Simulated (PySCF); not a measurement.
# Shifts of the heteroatoms

Structure with atom numbers: `[CH3:1][C:2]#[C:3][Si@H:4]([PH2:5])[SiH:6]([CH3:7])[CH3:8]`. Each H is labelled by its parent atom.

Isolated molecule, a single conformation, relativity neglected, averaged over atoms made equivalent by symmetry, fast rotation or ring inversion. Coordinates at the GFN2-xTB level; NMR shieldings at PBE0/pcSseg-1/GIAO; PySCF.

**Question.** What are the ³¹P shifts?

**Answer.** 
```tsv
atoms	environment	σ (ppm)	δ (ppm)
P5	phosphorus bonded to Si, 2 H	593.9	-221.9
```

Shieldings were converted by a linear fit to measured shifts: ³¹P: δ = 270.09 − 0.828σ (rms 18.1 ppm, 64 shifts vs H3PO4, solution or neat liquid). A few per cent of atoms miss by over 2 rms, more outside the fitted compound classes.

On a 300 MHz spectrometer ³¹P resonates near 121.4 MHz, so 1 ppm is 121.4 Hz.

**Question.** What are the ²⁹Si shifts?

**Answer.** 
```
atoms                    environment  σ (ppm)  δ (ppm)
  Si6   silicon bonded to 2 C, Si, H    392.0    -42.2
  Si4  silicon bonded to C, P, Si, H    425.4    -69.7
```

Shieldings were converted by a linear fit to measured shifts: ²⁹Si (scatter 8.9 ppm rms, 25.8 ppm with the 6 outliers that the fit left out vs TMS, solution or neat liquid). Occasional misses reach two or three times the rms, and more in compound classes unlike the fitted ones.

On a 300 MHz spectrometer ²⁹Si resonates near 59.6 MHz, so 1 ppm is 59.6 Hz.
